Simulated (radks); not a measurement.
Species: N3-. Configuration: [Ne].

All-electron calculation, scalar-relativistic Kohn-Sham, PBEsol, spin-unpolarised, spherical densities, point nucleus; Watson sphere of charge +3 and radius 2.45 bohr. Program: a radial shooting solver on a logarithmic mesh with Libxc functionals.

Energy parts (eV; the electron-nucleus part includes the sphere):
total: -1769.474
kinetic: 1491.710
electron-nucleus: -4067.148
Hartree: 1006.075
exchange-correlation: -200.110

Orbitals (lengths in bohr, moments of r in powers of bohr; r(max) is where P^2 peaks; r(90%) holds 90 % of the orbital's charge):
orbital	occ.	eigenvalue (eV)	r(max)	r(90%)
1s	2	-376.8656	0.1486	0.413
2s	2	-16.5079	1.068	2.45
2p	6	-6.0898	1.161	3.39

The highest occupied level is 2p at -6.090 eV. The density falls to 0.001 e/bohr^3 at r = 4.37 bohr.
